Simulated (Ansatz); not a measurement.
CH$_{3}$BrCl (SMILES [Br-].CCl) (charge -1), closed shell: a relaxation.

Input (in.yaml):

```yaml
crystal:
  periodic: [false, false, false]
  atoms:
    - {symbol: Br, position_ang: [0.123201, -0.003148, -2.870381]}
    - {symbol: C, position_ang: [-0.017560, -0.000292, 0.411240]}
    - {symbol: Cl, position_ang: [-0.097940, 0.009934, 2.259443]}
    - {symbol: H, position_ang: [0.968310, -0.383955, 0.111076]}
    - {symbol: H, position_ang: [-0.157413, 1.030247, 0.053874]}
    - {symbol: H, position_ang: [-0.818598, -0.652887, 0.034849]}
basis:
  gaussian: {orbitals: def2-TZVPD}
total_charge: -1
hamiltonian: {xc: pbe0, dispersion: d4}
relax: {f_tol: 0.005, max_steps: 200}
```

Launched with

```bash
ansatz run in.yaml --threads 4 --pin off --events-out ev --progress --plain --max-ram 9574MiB
```

The run's output (Ansatz 0.2.0):

```
Functional definition: PBE0
  name "PBE0"
  cite "Adamo & Barone, J. Chem. Phys. 110, 6158 (1999) doi:10.1063/1.478522"
  cite "Perdew, Burke & Ernzerhof, Phys. Rev. Lett. 77, 3865 (1996) doi:10.1103/PhysRevLett.77.3865"
  parent pbe
  parameter a = 0.25
  parameter kappa = 0.804
  parameter beta = 0.06672455060314922
  exchange = (1 - a)*pbe_x(kappa = kappa, mu = beta*pi^2/3) + a*exact_x
  correlation = pbe_c(beta = beta)
1107 factors; their error is unknown
mean field evaluation 1: about -83642.7797 eV, gradient 2.6e1 eV
mean field evaluation 2: about -83642.5089 eV, gradient 2.8e1 eV
mean field evaluation 4: about -83644.4328 eV, gradient 9.7e-1 eV
mean field evaluation 8: about -83644.7782 eV, gradient 4.8e-2 eV
mean field -83644.77825119 eV, -3073.8889042641 hartree, gradient 2.2e-5 eV, S^2 0.000000; 0 other end points of the search recorded, 0 dependent functions left out
the calculation of the forces begins
reference -83644.77829811 eV, -3073.8889059886 hartree; 31, 31 occupied and 136, 136 virtual orbitals, 1107 factors
relax step   1: F+E_penalty+E_count = -83644.85685291 eV  Δ(F+E_penalty+E_count) = +0.000e0 eV  max|allowed force component| = 6.019e-1 eV/Å  Δτ_max = 0.0000 Å  (27 SCF iters, accepted)
these checks for a lower state are left out or cut short: starts, cluster_reference, orbital_swaps, neighbouring_geometries, increment
1107 factors; their error is unknown
mean field evaluation 16: about -83644.4518 eV, gradient 1.7e0 eV
mean field -83644.79844661 eV, -3073.8896464321 hartree, gradient 1.9e-5 eV, S^2 0.000000; 0 other end points of the search recorded, 0 dependent functions left out
the calculation of the forces begins
reference -83644.79849330 eV, -3073.8896481479 hartree; 31, 31 occupied and 136, 136 virtual orbitals, 1107 factors
relax step   2: F+E_penalty+E_count = -83644.87716895 eV  Δ(F+E_penalty+E_count) = -2.032e-2 eV  max|allowed force component| = 3.093e-1 eV/Å  Δτ_max = 0.0180 Å  (30 SCF iters, accepted)
these checks for a lower state are left out or cut short: starts, cluster_reference, orbital_swaps, neighbouring_geometries, increment
1107 factors; their error is unknown
mean field -83644.80287296 eV, -3073.8898090976 hartree, gradient 1.8e-5 eV, S^2 0.000000; 0 other end points of the search recorded, 0 dependent functions left out
the calculation of the forces begins
reference -83644.80291957 eV, -3073.8898108103 hartree; 31, 31 occupied and 136, 136 virtual orbitals, 1107 factors
relax step   3: F+E_penalty+E_count = -83644.88152937 eV  Δ(F+E_penalty+E_count) = -4.360e-3 eV  max|allowed force component| = 1.718e-1 eV/Å  Δτ_max = 0.0108 Å  (30 SCF iters, accepted)
these checks for a lower state are left out or cut short: starts, cluster_reference, orbital_swaps, neighbouring_geometries, increment
1107 factors; their error is unknown
mean field evaluation 32: about -83644.8013 eV, gradient 4.5e-1 eV
mean field -83644.80145348 eV, -3073.8897569327 hartree, gradient 1.8e-5 eV, S^2 0.000000; 0 other end points of the search recorded, 0 dependent functions left out
the calculation of the forces begins
reference -83644.80150013 eV, -3073.8897586470 hartree; 31, 31 occupied and 136, 136 virtual orbitals, 1107 factors
relax step   4: F+E_penalty+E_count = -83644.88001773 eV  Δ(F+E_penalty+E_count) = +1.512e-3 eV  max|allowed force component| = 3.215e-1 eV/Å  Δτ_max = 0.0181 Å  (30 SCF iters, rejected (line search))
these checks for a lower state are left out or cut short: starts, cluster_reference, orbital_swaps, neighbouring_geometries, increment
1107 factors; their error is unknown
mean field -83644.80380339 eV, -3073.8898432903 hartree, gradient 1.8e-5 eV, S^2 0.000000; 0 other end points of the search recorded, 0 dependent functions left out
the calculation of the forces begins
reference -83644.80385006 eV, -3073.8898450052 hartree; 31, 31 occupied and 136, 136 virtual orbitals, 1107 factors
relax step   5: F+E_penalty+E_count = -83644.88226754 eV  Δ(F+E_penalty+E_count) = -7.382e-4 eV  max|allowed force component| = 1.033e-2 eV/Å  Δτ_max = 0.0087 Å  (30 SCF iters, accepted)
these checks for a lower state are left out or cut short: starts, cluster_reference, orbital_swaps, neighbouring_geometries, increment
1107 factors; their error is unknown
mean field -83644.80405849 eV, -3073.8898526649 hartree, gradient 1.8e-5 eV, S^2 0.000000; 0 other end points of the search recorded, 0 dependent functions left out
the calculation of the forces begins
reference -83644.80410521 eV, -3073.8898543818 hartree; 31, 31 occupied and 136, 136 virtual orbitals, 1107 factors
relax step   6: F+E_penalty+E_count = -83644.88233824 eV  Δ(F+E_penalty+E_count) = -7.070e-5 eV  max|allowed force component| = 3.241e-3 eV/Å  Δτ_max = 0.0092 Å  (32 SCF iters, accepted)
1107 factors; their error is unknown
mean field evaluation 64: about -83644.8039 eV, gradient 4.5e-1 eV
mean field -83644.80405849 eV, -3073.8898526649 hartree, gradient 1.8e-5 eV, S^2 0.000000; 1 other end points of the search recorded, 0 dependent functions left out
the calculation of the forces begins
reference -83644.80410521 eV, -3073.8898543818 hartree; 31, 31 occupied and 136, 136 virtual orbitals, 1107 factors
Total energy: -83644.88238496 eV, -3073.8927311095 hartree
Atom 0 at     0.124832    -0.007858    -2.893877 Å, force     0.000110     0.000033    -0.002666 eV/Å
Atom 1 at    -0.018334     0.001179     0.424835 Å, force     0.000077    -0.000639     0.000202 eV/Å
Atom 2 at    -0.096219     0.005579     2.232694 Å, force    -0.000186     0.000353     0.003241 eV/Å
Atom 3 at     0.951785    -0.375278     0.120922 Å, force    -0.001589     0.000226    -0.000457 eV/Å
Atom 4 at    -0.155919     1.016132     0.069696 Å, force     0.000095    -0.000678     0.000010 eV/Å
Atom 5 at    -0.806146    -0.639854     0.045831 Å, force     0.001494     0.000704    -0.000331 eV/Å
Dipole moment:    -0.045973     0.002911     1.065663 e Å
```

The lines “mean field evaluation” count trial sets of orbitals through the whole run, from several starts and some on an approximate energy, so they need not fall steadily or lie above the final value.

The run took about 6.5 s on 4 CPU threads of an AMD EPYC 9R45 (shared host).
